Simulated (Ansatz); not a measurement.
A nudged elastic band was laid between two geometries of CH$_{6}$BFO$_{2}$ (11 atoms, charge 0, multiplicity 1).

The calculation used RKS B3LYP/STO-3G (Ansatz).

```json
{"movable images": "7", "climbing image": "yes", "spring": "5.0 eV/Å²", "optimiser": "quadratic models (default)", "start path": "through a guess of the saddle point", "force threshold": "0.03 eV/Å", "iteration limit": "60", "end points": "relaxed"}
```

First end point:

```xyz
11
Properties=species:S:1:pos:R:3
B 0.154 -0.128 -0.344
C 0.377 -0.327 1.241
O -0.478 -1.110 -1.137
O -0.681 1.340 -0.607
H 0.286 1.500 -1.101
F 1.238 0.512 -1.074
H -0.567 -0.544 1.764
H 1.061 -1.165 1.445
H 0.811 0.566 1.713
H -0.899 -1.783 -0.506
H -1.303 1.138 -1.394
```

Last end point:

```xyz
11
Properties=species:S:1:pos:R:3
B -0.559 0.565 -1.457
C 0.959 -0.429 1.880
O -1.279 -0.614 -1.294
O -0.841 1.389 -2.535
H 0.772 0.113 0.935
F 0.408 0.948 -0.610
H 0.067 -0.996 2.173
H 1.799 -1.123 1.751
H 1.204 0.287 2.673
H -0.939 -1.083 -0.459
H -1.591 0.942 -3.057
```

**Question.** Which bonds break or form, and what moves?

**Answer.** Bonds broken: B1–C2, O4–H5. Bonds formed: C2–H5. CH6BFO2 becomes BFH2O2 + CH4.

**Question.** What energy profile does the band end with?

**Answer.** The run converged. The highest image is number 3 of 0 to 8, 46.3 kcal/mol above the first end and 79.3 kcal/mol above the last; the last end lies 33.0 kcal/mol below the first. Neighbouring images differ by up to 3.2 eV, so the band resolves the path poorly. A vibrational analysis at the climbing image gives one clearly imaginary mode, 982i cm⁻¹: a first-order saddle point. The orbitals stay closed-shell, which can raise the energy where a bond breaks towards radicals; this wasn't checked here. Limits of this set-up: minimal basis.

```json
{"image": "0", "path coordinate (Å)": "0.00", "energy (kcal/mol)": "0.0", "B1–C2 (Å)": "1.61", "O4–H5 (Å)": "1.10", "C2–H5 (Å)": "2.97"}
{"image": "1", "path coordinate (Å)": "1.18", "energy (kcal/mol)": "14.1", "B1–C2 (Å)": "1.61", "O4–H5 (Å)": "1.92", "C2–H5 (Å)": "2.81"}
{"image": "2", "path coordinate (Å)": "2.36", "energy (kcal/mol)": "18.0", "B1–C2 (Å)": "1.62", "O4–H5 (Å)": "2.90", "C2–H5 (Å)": "2.37"}
{"image": "3", "path coordinate (Å)": "3.54", "energy (kcal/mol)": "46.3", "B1–C2 (Å)": "1.95", "O4–H5 (Å)": "2.63", "C2–H5 (Å)": "1.47"}
{"image": "4", "path coordinate (Å)": "4.75", "energy (kcal/mol)": "-26.9", "B1–C2 (Å)": "2.90", "O4–H5 (Å)": "2.99", "C2–H5 (Å)": "1.10"}
{"image": "5", "path coordinate (Å)": "5.96", "energy (kcal/mol)": "-31.5", "B1–C2 (Å)": "3.42", "O4–H5 (Å)": "3.42", "C2–H5 (Å)": "1.10"}
{"image": "6", "path coordinate (Å)": "7.17", "energy (kcal/mol)": "-32.7", "B1–C2 (Å)": "3.82", "O4–H5 (Å)": "3.73", "C2–H5 (Å)": "1.10"}
{"image": "7", "path coordinate (Å)": "8.38", "energy (kcal/mol)": "-32.9", "B1–C2 (Å)": "3.85", "O4–H5 (Å)": "3.99", "C2–H5 (Å)": "1.10"}
{"image": "8", "path coordinate (Å)": "9.59", "energy (kcal/mol)": "-33.0", "B1–C2 (Å)": "3.80", "O4–H5 (Å)": "4.03", "C2–H5 (Å)": "1.11"}
```

**Question.** What is the geometry of the highest image?

**Answer.** 
```xyz
11
Properties=species:S:1:pos:R:3
B -0.267 0.174 -0.667
C 0.457 -0.083 1.125
O -0.834 -1.003 -1.167
O -1.004 1.355 -0.782
H 1.279 0.291 -0.034
F 1.200 0.462 -1.113
H -0.557 -0.107 1.556
H 0.898 -1.065 1.355
H 0.980 0.675 1.734
H -0.194 -1.776 -1.014
H -1.958 1.077 -0.992
```

The band took 26 iterations and roughly 6 core-minutes.

Time of the run: 5.6 min on 1 thread of Arm Neoverse V1, on a shared host, peak memory 0.096 GiB.
